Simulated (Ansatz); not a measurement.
Consider the atomization: `N#[C][Ge]([F])([F])[C]#N` → 2 C• + 2 F• + Ge• + 2 N•.

Gas-phase electronic energies from Ansatz, PBE0-D4/def2-TZVP geometries. CCSD(T)/CBS is the MP2 limit (def2-TZVPP, def2-QZVPP) plus CCSD(T) − MP2 in def2-TZVPP, frozen cores. This one scheme is used for every species, atoms too. Functionals use def2-TZVPP. Open shells (•) are unrestricted, without spin–orbit coupling. Spin–orbit coupling would lower the free atoms: a little for C, F; clearly for Ge. For Ge outer-core shells are correlated without core-valence functions, so the limit isn't a true one: a few kJ/mol of doubt a bond, and 10 to 20 or more in all where bonds break to atoms. Scalar relativity is left out up to krypton.

`N#[C][Ge]([F])([F])[C]#N`:

Cartesian coordinates in Å:
```
N -2.782 0.040 0.266
C -1.635 0.092 0.326
Ge 0.256 0.166 0.396
F 0.800 -0.774 1.703
F 0.738 1.772 0.674
C 1.073 -0.457 -1.195
N 1.550 -0.839 -2.169
```

```csv
species,CAM-B3LYP-D4 energy (Eh)
`N#[C][Ge]([F])([F])[C]#N`,-2462.60389
C•,-37.83702
F•,-99.74685
Ge•,-2077.03810
N•,-54.58263
```

Q: Work out ΔE.

A: ΔE = 2 × (-37.83702) + 2 × (-99.74685) + 2 × (-54.58263) + (-2077.03810) − (-2462.60389) = 1.23279 Eh = +33.55 eV. CCSD(T)/CBS gives +33.56 eV.

Largest T1 diagnostic among the species: 0.014.

At CCSD(T), def2-SVP lies −2.23 eV from the extrapolated value and def2-TZVPP −0.97 eV: correlation converges slowly with the basis, and small sets miss more of it in the bonded molecule than in its fragments. From BLYP to BHLYP (50 % exact exchange), in def2-TZVPP and without D4, ΔE moves by −2.92 eV: exact exchange takes away binding that semilocal exchange gives to molecules. The D4 term adds +0.29 eV with B3LYP and +0.15 eV with PBE0; it sums over pairs of atoms, weighted by their polarisabilities, and B3LYP, whose exchange is more repulsive, gets the larger term.

B3LYP here is the variant with VWN-RPA as its local correlation; programs differ in this.

For atomizations the MP2-based limit and the directly extrapolated one differ by several kJ/mol either way, and by 10 to 25 for some Ge, Se and Sn compounds, so smaller differences from it don't rank the levels.
